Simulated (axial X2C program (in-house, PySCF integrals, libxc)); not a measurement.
## Testing model relations on WCl⁺

A bond curve at the CCSD(T) level, two-component, was computed with an axial X2C code built on PySCF integrals (basis W dyall-cv3z [13s14p9d7f4g], Cl dyall-av3z [9s8p3d2f] (cores contracted in-house)) for the state Ω = 1 (⟨Sz⟩ = 1.97, ⟨Lz⟩ = -0.97 at HF). Its fit gives Re = 2.1741 Å, ωe = 464.7 cm⁻¹, ωexe = 1.17 cm⁻¹ and αe = 4.211e-04 cm⁻¹; the masses are 183.9509 and 34.9689 u. Two-component means X2C with spin–orbit coupling and atomic mean-field Coulomb and Gaunt terms.

Correlated methods: 12 electrons correlated (number of frozen shells: W 5 s, 4 p, 2 d, 1 f; Cl 2 s, 1 p), 314 virtual spin orbitals or spinors in MP2, 90 natural virtuals in coupled cluster.

Question: Find the reduced mass, Be and the force constant.

Answer: From the CCSD(T) values: μ = 29.3832 u. Be = 16.8576/(μ Re²) = 0.1214 cm⁻¹. k = 5.8918×10⁻⁷ μ ωe² = 3.74 mdyn/Å.

Question: Estimate the centrifugal constant by the Kratzer relation.

Answer: D = 4Be³/ωe² = 3.31e-08 cm⁻¹.

Question: Where do the fundamental and the first overtone lie?

Answer: ν(1←0) = ωe − 2ωexe = 462.4 cm⁻¹; ν(2←0) = 2ωe − 6ωexe = 922.4 cm⁻¹.

Question: A Morse curve ties αe to the other constants (Pekeris). How well does that hold?

Answer: αe(Morse) = 6Be²/ωe × (√(ωexe/Be) − 1) = 4.004e-04 cm⁻¹; the CCSD(T) curve gives 4.211e-04 cm⁻¹, a ratio of 0.95.

Occupations by symmetry block were frozen at the best pattern of an incomplete PBE0 search. CCSD and (T) use frozen natural virtuals with an MP2 correction for the truncation; (T) itself is uncorrected, so its De runs slightly low. With several unpaired electrons one determinant need not be a pure state. Open-shell Ω = 0 determinants with evenly filled partner blocks cannot be reached by this program, so the Ω shown need not be the lowest component. With the outer-core shells frozen, correlated bond lengths of heavy atoms tend to come out a few hundredths of an ångström too long.
